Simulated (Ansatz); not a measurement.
Nudged elastic band run: B$_{2}$BrClH$_{2}$

Input file:

```yaml
crystal:
  periodic: [false, false, false]
  atoms:
    - { symbol: B, position_ang: [-0.727179, 0.204761, 0.52523] }
    - { symbol: B, position_ang: [0.672196, -0.033964, -0.342579] }
    - { symbol: Cl, position_ang: [2.200456, 0.817329, -0.279426] }
    - { symbol: Br, position_ang: [0.415956, -1.511155, -1.571984] }
    - { symbol: H, position_ang: [-1.618517, 0.923005, 0.108237] }
    - { symbol: H, position_ang: [-0.942902, -0.399977, 1.560522] }
basis:
  gaussian: { orbitals: def2-SVP }
hamiltonian:
  xc: pbe
  dispersion: d4
neb:
  order_check: false
  images: 7
  f_tol: 0.03
  max_iterations: 60
  initial_path: idpp
  final_atoms:
    - { symbol: B, position_ang: [-0.72726142, 0.20472154, 0.52527188] }
    - { symbol: B, position_ang: [0.67215546, -0.03189128, -0.34197356] }
    - { symbol: Cl, position_ang: [2.20151733, 0.81631167, -0.28010824] }
    - { symbol: Br, position_ang: [0.41457232, -1.50972179, -1.57020059] }
    - { symbol: H, position_ang: [-0.94246898, -0.40182547, 1.55956076] }
    - { symbol: H, position_ang: [-1.61850472, 0.92240433, 0.10744975] }
```

Run as:

```bash
$ ansatz run input.yaml --threads 1 --pin off --max-ram 2048MiB --backend cpu --events-out ev --progress --plain --runs-dir out
```

Output, in part (warnings, iteration lines, the closing report on the highest movable image, with atoms numbered from 0):

```
NEB end point (image 0): max|allowed force component| = 1.117e-2 eV/Å (the criterion of neb.relax_end_points is 1.000e-2)
NEB end point (image 8): max|allowed force component| = 2.540e-3 eV/Å (the criterion of neb.relax_end_points is 1.000e-2)
NEB iter   1: max|band force component| = 1.866e0 eV/Å  barrier→ = 0.5678 eV  barrier← = 0.5678 eV  Δτ_max = 0.1926 Å  (224 SCF iters)
NEB iter   2: max|band force component| = 6.385e-1 eV/Å  barrier→ = 0.3406 eV  barrier← = 0.3406 eV  Δτ_max = 0.0753 Å  (216 SCF iters)
NEB iter   3: max|band force component| = 3.590e-1 eV/Å  barrier→ = 0.3307 eV  barrier← = 0.3307 eV  CI = image 4  Δτ_max = 0.0435 Å  (186 SCF iters)
NEB iter   4: max|band force component| = 2.136e-1 eV/Å  barrier→ = 0.3265 eV  barrier← = 0.3265 eV  CI = image 4  Δτ_max = 0.0359 Å  (187 SCF iters)
NEB iter   5: max|band force component| = 1.262e-1 eV/Å  barrier→ = 0.3256 eV  barrier← = 0.3256 eV  CI = image 4  Δτ_max = 0.0161 Å  (190 SCF iters)
NEB iter   6: max|band force component| = 8.786e-2 eV/Å  barrier→ = 0.3255 eV  barrier← = 0.3255 eV  CI = image 4  Δτ_max = 0.0172 Å  (194 SCF iters)
NEB iter   7: max|band force component| = 6.491e-2 eV/Å  barrier→ = 0.3254 eV  barrier← = 0.3254 eV  CI = image 4  Δτ_max = 0.0041 Å  (171 SCF iters)
NEB iter   8: max|band force component| = 1.914e-2 eV/Å  barrier→ = 0.3254 eV  barrier← = 0.3254 eV  CI = image 4  Δτ_max = 0.0000 Å  (337 SCF iters)
Total energy: -83923.37308732 eV, -3084.1270756536 hartree
Atom 0 at    -0.765159     0.153446     0.575964 Å, force    -0.000043    -0.000498    -0.001146 eV/Å
Atom 1 at     0.623848    -0.106776    -0.411255 Å, force    -0.000918     0.000308     0.000923 eV/Å
Atom 2 at     2.256339     0.142733     0.197732 Å, force     0.000921     0.000053     0.000084 eV/Å
Atom 3 at     0.424153    -0.686611    -2.235739 Å, force    -0.000023    -0.000145    -0.000446 eV/Å
Atom 4 at    -1.887716    -0.022795     0.142442 Å, force    -0.000300     0.000011    -0.000079 eV/Å
Atom 5 at    -0.651454     0.520002     1.730857 Å, force     0.000363     0.000271     0.000664 eV/Å
Dipole moment:    -0.023911     0.010207     0.035217 e Å
```

The run converged. A vibrational analysis at the climbing image gives one clearly imaginary mode, 282i cm⁻¹: a first-order saddle point.

Final band (atoms are numbered from 1 in the order of the input):

| image | path coordinate (Å) | energy (kcal/mol) | dihedral H6–B1–B2–Br4 (°) |
| --- | --- | --- | --- |
| 0 | 0.00 | 0.0 | 88 |
| 1 | 0.49 | 1.1 | 110 |
| 2 | 0.98 | 3.7 | 133 |
| 3 | 1.48 | 6.4 | 156 |
| 4 | 1.97 | 7.5 | 180 |
| 5 | 2.46 | 6.4 | -156 |
| 6 | 2.96 | 3.7 | -133 |
| 7 | 3.45 | 1.1 | -110 |
| 8 | 3.94 | 0.0 | -87 |

Run time: 2.1 min on 1 thread of Intel(R) Xeon(R) Platinum 8375C CPU @ 2.90GHz (Ice Lake), with other jobs on the host, peak memory 0.14 GiB.
